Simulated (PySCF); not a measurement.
C4H9AlClF, singlet, geometry from GFN2-xTB (such geometries of metal compounds can be far from the true shape), with bond 13-6 at 1.8 times its length; PySCF with CASSCF(2,3)/STO-3G.

Input for PySCF:
```python
from pyscf import gto, scf, mcscf
import numpy

mol = gto.Mole()
mol.atom = '''
    Al    0.763776   -0.043428    0.245947
    Cl    2.010862    0.480708   -1.269538
    F     1.427784   -0.487844    1.697478
    C    -1.268595   -0.087014    0.118006
    C    -1.737395   -1.226765   -0.797743
    C    -1.823681   -0.304905    1.528348
    C    -1.791878    1.235212   -0.457105
    H    -2.825615   -1.220392   -0.880049
    H    -1.429794   -2.194393   -0.403683
    H    -1.320344   -1.115260   -1.798105
    H    -1.429289   -1.225703    1.957239
    H    -1.541278    0.517436    2.185089
    H    -3.783238   -0.427257    1.490681
    H    -1.551563    2.069033    0.201506
    H    -1.348724    1.432453   -1.432961
    H    -2.875568    1.193659   -0.577959
'''
mol.basis = 'sto-3g'
mol.charge = 0
mol.spin = 0
mol.verbose = 4
mol.build()

mf = scf.RHF(mol)
mf.kernel()
mc = mcscf.CASSCF(mf, 3, 2)
mc.fix_spin_(ss=0.0)
mc.kernel()
occ = numpy.linalg.eigvalsh(mc.fcisolver.make_rdm1(mc.ci, mc.ncas, mc.nelecas))[::-1]
ss = mc.fcisolver.spin_square(mc.ci, mc.ncas, mc.nelecas)[0]
print('natural occupations', occ.round(4), ' <S^2>', round(ss, 4))
```

Output, abridged:

```
PySCF version 2.14.0

[INPUT] verbose = 4
[INPUT] num. atoms = 16
[INPUT] num. electrons = 72
[INPUT] charge = 0
[INPUT] spin (= nelec alpha-beta = 2S) = 0
[INPUT] symmetry False subgroup None
[INPUT] Mole.unit = angstrom
[INPUT] Symbol           X                Y                Z      unit          X                Y                Z       unit  Magmom
[INPUT]  1 Al     0.763776000000  -0.043428000000   0.245947000000 AA    1.443327460516  -0.082067026138   0.464772471158 Bohr   0.0
[INPUT]  2 Cl     2.010862000000   0.480708000000  -1.269538000000 AA    3.799978454295   0.908406465887  -2.399079124728 Bohr   0.0
[INPUT]  3 F      1.427784000000  -0.487844000000   1.697478000000 AA    2.698120725036  -0.921891551512   3.207768522474 Bohr   0.0
[INPUT]  4 C     -1.268595000000  -0.087014000000   0.118006000000 AA   -2.397297112993  -0.164432629003   0.222999021055 Bohr   0.0
[INPUT]  5 C     -1.737395000000  -1.226765000000  -0.797743000000 AA   -3.283200720189  -2.318249869202  -1.507515787789 Bohr   0.0
[INPUT]  6 C     -1.823681000000  -0.304905000000   1.528348000000 AA   -3.446257628573  -0.576186944011   2.888159143027 Bohr   0.0
[INPUT]  7 C     -1.791878000000   1.235212000000  -0.457105000000 AA   -3.386158668633   2.334212385776  -0.863803260169 Bohr   0.0
[INPUT]  8 H     -2.825615000000  -1.220392000000  -0.880049000000 AA   -5.339638483463  -2.306206644610  -1.663051586197 Bohr   0.0
[INPUT]  9 H     -1.429794000000  -2.194393000000  -0.403683000000 AA   -2.701919074546  -4.146801779663  -0.762850311143 Bohr   0.0
[INPUT] 10 H     -1.320344000000  -1.115260000000  -1.798105000000 AA   -2.495088550213  -2.107535957682  -3.397925993211 Bohr   0.0
[INPUT] 11 H     -1.429289000000  -1.225703000000   1.957239000000 AA   -2.700964762853  -2.316242980058   3.698645670318 Bohr   0.0
[INPUT] 12 H     -1.541278000000   0.517436000000   2.185089000000 AA   -2.912593301817   0.977812326990   4.129219767800 Bohr   0.0
[INPUT] 13 H     -3.783238000000  -0.427257000000   1.490681000000 AA   -7.149283684047  -0.807398714803   2.816978829093 Bohr   0.0
[INPUT] 14 H     -1.551563000000   2.069033000000   0.201506000000 AA   -2.932029135009   3.909905712687   0.380791152457 Bohr   0.0
[INPUT] 15 H     -1.348724000000   1.432453000000  -1.432961000000 AA   -2.548718977628   2.706943856312  -2.707903837183 Bohr   0.0
[INPUT] 16 H     -2.875568000000   1.193659000000  -0.577959000000 AA   -5.434035972563   2.255688596122  -1.092184221227 Bohr   0.0

nuclear repulsion = 437.311842964146
number of shells = 34
number of NR pGTOs = 156
number of NR cGTOs = 52
basis = sto-3g
ecp = {}

******** <class 'pyscf.scf.hf.RHF'> ********
method = RHF
initial guess = minao
damping factor = 0
level_shift factor = 0
DIIS = <class 'pyscf.scf.diis.CDIIS'>
diis_start_cycle = 1
diis_space = 8
diis_damp = 0
SCF conv_tol = 1e-09
SCF conv_tol_grad = None
SCF max_cycles = 50
direct_scf = True
direct_scf_tol = 1e-13
Set gradient conv threshold to 3.16228e-05
Initial guess from minao.
init E= -946.438336127238
  HOMO = -0.246370683113959  LUMO = 0.00492582294641208  gap/eV = 6.83813
cycle= 1 E= -946.340282315088  delta_E= 0.0981  |g|= 0.447  |ddm|= 4.54
  HOMO = -0.260379254353734  LUMO = 0.193546148720064  gap/eV = 12.35194
cycle= 2 E= -946.442658366929  delta_E= -0.102  |g|= 0.138  |ddm|= 1.03
  HOMO = -0.256002333700834  LUMO = 0.211903891896424  gap/eV = 12.73238
cycle= 3 E= -946.450624308645  delta_E= -0.00797  |g|= 0.0386  |ddm|= 0.246
  HOMO = -0.262718892463021  LUMO = 0.212365893493296  gap/eV = 12.92772
cycle= 4 E= -946.451678713776  delta_E= -0.00105  |g|= 0.0132  |ddm|= 0.109
  HOMO = -0.261631457356931  LUMO = 0.214915418856108  gap/eV = 12.96750
cycle= 5 E= -946.451775884498  delta_E= -9.72e-05  |g|= 0.00396  |ddm|= 0.0268
  HOMO = -0.261911816198195  LUMO = 0.214822577958343  gap/eV = 12.97260
cycle= 6 E= -946.451789650825  delta_E= -1.38e-05  |g|= 0.00094  |ddm|= 0.0127
  HOMO = -0.261932026313229  LUMO = 0.214990509364837  gap/eV = 12.97772
cycle= 7 E= -946.451790296845  delta_E= -6.46e-07  |g|= 0.000245  |ddm|= 0.00251
  HOMO = -0.261903318958424  LUMO = 0.215019441383948  gap/eV = 12.97773
cycle= 8 E= -946.451790344792  delta_E= -4.79e-08  |g|= 5.36e-05  |ddm|= 0.000715
  HOMO = -0.261899295214077  LUMO = 0.215015747280994  gap/eV = 12.97752
cycle= 9 E= -946.451790347391  delta_E= -2.6e-09  |g|= 1.14e-05  |ddm|= 0.000163
  HOMO = -0.261899831317136  LUMO = 0.215014037019565  gap/eV = 12.97749
cycle= 10 E= -946.451790347506  delta_E= -1.16e-10  |g|= 2.04e-06  |ddm|= 3.72e-05
  HOMO = -0.261899814093814  LUMO = 0.215014006568902  gap/eV = 12.97749
Extra cycle  E= -946.451790347508  delta_E= -1.59e-12  |g|= 7.84e-07  |ddm|= 4.12e-06
converged SCF energy = -946.451790347508

******** <class 'pyscf.mcscf.mc1step.CASSCF'> ********
CAS (1e+1e, 3o), ncore = 35, nvir = 14
max_cycle_macro = 50
max_cycle_micro = 4
conv_tol = 1e-07
conv_tol_grad = None
orbital rotation max_stepsize = 0.02
orbital rotation threshold for CI restart = 0.01
augmented hessian ah_max_cycle = 30
augmented hessian ah_conv_tol = 1e-12
augmented hessian ah_linear dependence = 1e-14
augmented hessian ah_level shift = 1e-08
augmented hessian ah_start_tol = 2.5
augmented hessian ah_start_cycle = 3
augmented hessian ah_grad_trust_region = 3
kf_trust_region = 3
kf_interval = 4
ci_response_space = 4
ci_grad_trust_region = 3
with_dep4 0
natorb = False
canonicalization = True
sorting_mo_energy = False
ao2mo_level = 2
internal_rotation = False
******** <class 'pyscf.fci.addons.SpinPenaltyFCISolver'> ********
max. cycles = 50
conv_tol = 1e-08
davidson only = True
linear dependence = 1e-12
level shift = 0.001
max iter space = 12
nroots = 1
pspace_size = 400
spin = None
CASCI E = -946.487821840779  S^2 = 0.0000000
Set conv_tol_grad to 0.000316228
macro iter   1 ( 21 JK    4 micro), CASSCF E = -946.530161665026  dE = -4.23398242e-02  S^2 = 0.0000000
               |grad[o]|=0.0632  |grad[c]|=0.0333  |ddm|= 0.14  |maxRot[o]|=0.313
macro iter   2 ( 14 JK    4 micro), CASSCF E = -946.536921527198  dE = -6.75986217e-03  S^2 = 0.0000000
               |grad[o]|=0.0416  |grad[c]|=0.0119  |ddm|=0.0074  |maxRot[o]|=0.147
macro iter   3 ( 10 JK    4 micro), CASSCF E = -946.537141985713  dE = -2.20458515e-04  S^2 = 0.0000000
               |grad[o]|=0.00687  |grad[c]|=0.000506  |ddm|=0.00247  |maxRot[o]|=0.0284
macro iter   4 (  3 JK    1 micro), CASSCF E = -946.537142106525  dE = -1.20812615e-07  S^2 = 0.0000000
               |grad[o]|=0.000172  |grad[c]|=2.17e-05  |ddm|=6.67e-05  |maxRot[o]|=0.00535
macro iter   5 (  1 JK    1 micro), CASSCF E = -946.537142106525  dE =  0.00000000e+00  S^2 = 0.0000000
               |grad[o]|=2.77e-05  |grad[c]|=8.4e-07  |ddm|=    0  |maxRot[o]|=    0
1-step CASSCF converged in   5 macro ( 49 JK  14 micro) steps
CASSCF canonicalization
Density matrix diagonal elements [1.72175434e+00 2.78212966e-01 3.26966585e-05]
CASSCF energy = -946.537142106525
CASCI E = -946.537142106525  E(CI) = -1.20884299125964  S^2 = 0.0000000
natural occupations [1.7223 0.2777 0.    ]  <S^2> 0.0
```
